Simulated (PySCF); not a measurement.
H₆Se, SMILES [SeH6]. Geometry optimised at PBE-D3(BJ)/def2-TZVP.

Computed equilibrium geometry at PBE-D3(BJ)/def2-TZVP (PySCF confirms it by a frequency run) as Cartesian coordinates in Å, and its point group:
point group Oh.
```xyz
7

Se     0.0000     0.0000     0.0000
H      0.0000     1.5763     0.0000
H      0.0000    -1.5763     0.0000
H     -1.5763     0.0000     0.0000
H      1.5763     0.0000     0.0000
H      0.0000     0.0000     1.5763
H      0.0000     0.0000    -1.5763
```
